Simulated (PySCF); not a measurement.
PySCF input (M06-2X/def2-TZVPD):

```python
from pyscf import gto, scf, dft

mol = gto.M(
    atom='''
    Si    0.00214371   -0.01370182    0.05877327
    C     1.74297543    0.27800207   -0.58906731
    C    -0.97893547   -1.05593853   -1.16294346
    C    -0.85843566    1.61743106    0.36226972
    N     0.03523985   -0.89122367    1.58704592
    H     1.71312592    0.86219723   -1.51254411
    H     2.25160186   -0.66403599   -0.80484281
    H     2.34690200    0.83067797    0.13349035
    H    -1.08431973   -0.51702059   -2.10824730
    H    -1.97958051   -1.27042511   -0.78419552
    H    -0.48170200   -2.00549099   -1.36965291
    H    -1.86428932    1.45605519    0.75509369
    H    -0.94279252    2.19853941   -0.55909705
    H    -0.30980893    2.21897290    1.09004193
    H     0.64054656   -1.71604657    1.56625285
    ''',
    basis='def2-tzvpd',
    charge=0,
    spin=1,
    verbose=4,
)

mf = dft.UKS(mol, xc='m062x').density_fit(auxbasis='def2-universal-jkfit')
mf.grids.level = 4
mf.conv_tol = 1e-9
mf.max_cycle = 100
mf.max_memory = 1500
mf.kernel()
if not mf.converged:
    mf = mf.newton()
    mf.kernel(mf.make_rdm1())
for _ in range(2):
    mo, _, stable, _ = mf.stability(return_status=True)
    if stable:
        break
    mf.kernel(mf.make_rdm1(mo, mf.mo_occ))
mf.analyze()
```

End of the output:

```
Extra cycle  E= -464.538838842687  delta_E= -1.75e-11  |g|= 4.5e-06  |ddm|= 1.35e-05
converged SCF energy = -464.538838842687  <S^2> = 0.75402054  2S+1 = 2.0040165
uhf_internal: lowest eigs of H = [0.07485327 0.32232842 0.35584101]
<class 'pyscf.df.df_jk.DFUKS'> wavefunction is stable in the internal stability analysis
**** SCF Summaries ****
Total Energy =                        -464.538838842686800
Nuclear Repulsion Energy =             237.902956841470996
One-electron Energy =                -1108.807846729298944
Two-electron Energy =                  406.366051045141091
Two-electron Coulomb Energy =          454.158701389288638
DFT Exchange-Correlation Energy =      -47.792650344147525
HOMO-LUMO gap [eV] =                     6.803008796138441
**** MO energy ****
                             alpha | beta                alpha | beta
MO #1   energy= -66.9994585868461  | -66.9997963900576  occ= 1 | 1
MO #2   energy= -14.7517955675452  | -14.7424083879219  occ= 1 | 1
MO #3   energy= -10.5139543419054  | -10.5134010435532  occ= 1 | 1
MO #4   energy= -10.5135875928568  | -10.5133040133829  occ= 1 | 1
MO #5   energy= -10.5066425682117  | -10.506646519116   occ= 1 | 1
MO #6   energy= -5.53800818322845  | -5.53825551499324  occ= 1 | 1
MO #7   energy= -3.84912333322799  | -3.84959440379653  occ= 1 | 1
MO #8   energy= -3.84846254000046  | -3.84881881234121  occ= 1 | 1
MO #9   energy= -3.84817021820656  | -3.84836384443524  occ= 1 | 1
MO #10  energy= -0.931393783590728 | -0.875092551706238 occ= 1 | 1
MO #11  energy= -0.804146221063024 | -0.798942675788801 occ= 1 | 1
MO #12  energy= -0.774419210710706 | -0.772758496967316 occ= 1 | 1
MO #13  energy= -0.770448830761071 | -0.769983857159156 occ= 1 | 1
MO #14  energy= -0.557941443113691 | -0.547562313785662 occ= 1 | 1
MO #15  energy= -0.492823186467789 | -0.489926287286482 occ= 1 | 1
MO #16  energy= -0.481072296296539 | -0.479829679060495 occ= 1 | 1
MO #17  energy= -0.477853702750841 | -0.475607523724739 occ= 1 | 1
MO #18  energy= -0.46453416664644  | -0.461354349181175 occ= 1 | 1
MO #19  energy= -0.463713310890203 | -0.459402989783059 occ= 1 | 1
MO #20  energy= -0.448086720787014 | -0.447795515313684 occ= 1 | 1
MO #21  energy= -0.443953107407422 | -0.433414933946666 occ= 1 | 1
MO #22  energy= -0.398226323135428 | -0.366231194405858 occ= 1 | 1
MO #23  energy= -0.375313861642151 | -0.362952245207067 occ= 1 | 1
MO #24  energy= -0.342231234938365 | -0.322849209012986 occ= 1 | 1
MO #25  energy= -0.339195018387627 | -0.0728432449236038 occ= 1 | 0
MO #26  energy= 0.00853936899943764 | 0.00664227830141996 occ= 0 | 0
MO #27  energy= 0.0343884764836776 | 0.0345214045516933 occ= 0 | 0
MO #28  energy= 0.0360753216470638 | 0.0392898809177278 occ= 0 | 0
MO #29  energy= 0.0433137613768322 | 0.0421506879058404 occ= 0 | 0
MO #30  energy= 0.0675085353334718 | 0.0676682159803541 occ= 0 | 0
MO #31  energy= 0.0771396647605089 | 0.0741215680986687 occ= 0 | 0
MO #32  energy= 0.082523900797521  | 0.0813252128039572 occ= 0 | 0
MO #33  energy= 0.0875970359938628 | 0.0855676960339646 occ= 0 | 0
MO #34  energy= 0.0890391018115919 | 0.088024941272573  occ= 0 | 0
MO #35  energy= 0.105133987518101  | 0.106228228413368  occ= 0 | 0
MO #36  energy= 0.123483501041887  | 0.124188215624302  occ= 0 | 0
MO #37  energy= 0.129041808347563  | 0.128673752420668  occ= 0 | 0
MO #38  energy= 0.132863882452432  | 0.131040271539783  occ= 0 | 0
MO #39  energy= 0.136508231618259  | 0.132882403104185  occ= 0 | 0
MO #40  energy= 0.137485272181559  | 0.13837781393421   occ= 0 | 0
MO #41  energy= 0.139264956073471  | 0.139236551047808  occ= 0 | 0
MO #42  energy= 0.143928605755131  | 0.143942448737811  occ= 0 | 0
MO #43  energy= 0.148600244009718  | 0.149907318386996  occ= 0 | 0
MO #44  energy= 0.16095851467035   | 0.157655596480241  occ= 0 | 0
MO #45  energy= 0.170996523080121  | 0.17025988681965   occ= 0 | 0
MO #46  energy= 0.175782317416871  | 0.17625404801042   occ= 0 | 0
MO #47  energy= 0.189809129396893  | 0.188586327575782  occ= 0 | 0
MO #48  energy= 0.212652044578022  | 0.212699290843948  occ= 0 | 0
MO #49  energy= 0.216492366057906  | 0.215272785130349  occ= 0 | 0
MO #50  energy= 0.217400110696118  | 0.220596192579336  occ= 0 | 0
MO #51  energy= 0.233152008645317  | 0.232968918636269  occ= 0 | 0
MO #52  energy= 0.234865832595994  | 0.234297581362105  occ= 0 | 0
MO #53  energy= 0.238894696309806  | 0.236769569881608  occ= 0 | 0
MO #54  energy= 0.251833662060365  | 0.245942338314538  occ= 0 | 0
MO #55  energy= 0.256035091455754  | 0.255325570794606  occ= 0 | 0
MO #56  energy= 0.262945649103309  | 0.262798280082593  occ= 0 | 0
MO #57  energy= 0.265993251457449  | 0.265602890013595  occ= 0 | 0
MO #58  energy= 0.270741617284141  | 0.272325511152174  occ= 0 | 0
MO #59  energy= 0.278035879062953  | 0.275603217032458  occ= 0 | 0
MO #60  energy= 0.280823096365666  | 0.280429419095461  occ= 0 | 0
MO #61  energy= 0.285850528718833  | 0.285109093918493  occ= 0 | 0
MO #62  energy= 0.287998358883186  | 0.289868752380221  occ= 0 | 0
MO #63  energy= 0.290325174707388  | 0.29255294255183   occ= 0 | 0
MO #64  energy= 0.300098867153892  | 0.300350470218548  occ= 0 | 0
MO #65  energy= 0.308670819492353  | 0.308180255179408  occ= 0 | 0
MO #66  energy= 0.309425431822333  | 0.311110719559528  occ= 0 | 0
MO #67  energy= 0.32652601528094   | 0.323783967308611  occ= 0 | 0
MO #68  energy= 0.328685533821944  | 0.328015425727201  occ= 0 | 0
MO #69  energy= 0.329884050273338  | 0.330244659027474  occ= 0 | 0
MO #70  energy= 0.332157223602491  | 0.331810696373105  occ= 0 | 0
MO #71  energy= 0.33749159108266   | 0.337055721316773  occ= 0 | 0
MO #72  energy= 0.342146747543513  | 0.33961791702878   occ= 0 | 0
MO #73  energy= 0.344570201672004  | 0.341859156181984  occ= 0 | 0
MO #74  energy= 0.357293266195704  | 0.356572527250218  occ= 0 | 0
MO #75  energy= 0.362344473638261  | 0.361375662106145  occ= 0 | 0
MO #76  energy= 0.375274628112772  | 0.374281827795431  occ= 0 | 0
MO #77  energy= 0.380551660487201  | 0.377306978512355  occ= 0 | 0
MO #78  energy= 0.389521641573341  | 0.38825735891765   occ= 0 | 0
MO #79  energy= 0.396488434174815  | 0.396566780126783  occ= 0 | 0
MO #80  energy= 0.405193153935331  | 0.399494281828275  occ= 0 | 0
MO #81  energy= 0.423001469301393  | 0.415094756936211  occ= 0 | 0
MO #82  energy= 0.43405304152186   | 0.433824748525816  occ= 0 | 0
MO #83  energy= 0.437277081966394  | 0.436278412936319  occ= 0 | 0
MO #84  energy= 0.441630917033005  | 0.439246526029931  occ= 0 | 0
MO #85  energy= 0.447615159999462  | 0.444361488822481  occ= 0 | 0
MO #86  energy= 0.455590514791883  | 0.454929835050969  occ= 0 | 0
MO #87  energy= 0.458350576042066  | 0.456345649081889  occ= 0 | 0
MO #88  energy= 0.47131512356146   | 0.468264468053564  occ= 0 | 0
MO #89  energy= 0.474638993348449  | 0.473960033026363  occ= 0 | 0
MO #90  energy= 0.480440185826599  | 0.475250892184286  occ= 0 | 0
MO #91  energy= 0.481568503560968  | 0.481325551542936  occ= 0 | 0
MO #92  energy= 0.482760179331757  | 0.48231080864348   occ= 0 | 0
MO #93  energy= 0.496380809804472  | 0.49648998133961   occ= 0 | 0
MO #94  energy= 0.501184341043504  | 0.500274521642207  occ= 0 | 0
MO #95  energy= 0.51373118377713   | 0.511469450276145  occ= 0 | 0
MO #96  energy= 0.518048705887724  | 0.51576139795747   occ= 0 | 0
MO #97  energy= 0.525265356323768  | 0.520005608196926  occ= 0 | 0
MO #98  energy= 0.535451519123925  | 0.533069256436524  occ= 0 | 0
MO #99  energy= 0.543692681184632  | 0.542913512285196  occ= 0 | 0
MO #100 energy= 0.548359071616755  | 0.544812822541436  occ= 0 | 0
MO #101 energy= 0.560402847733221  | 0.558147598190806  occ= 0 | 0
MO #102 energy= 0.568834599156245  | 0.568926251522194  occ= 0 | 0
MO #103 energy= 0.583050233939624  | 0.582145280099694  occ= 0 | 0
MO #104 energy= 0.59596586221646   | 0.593848966327156  occ= 0 | 0
[...]
```

It need not be the lowest isomer of its formula.
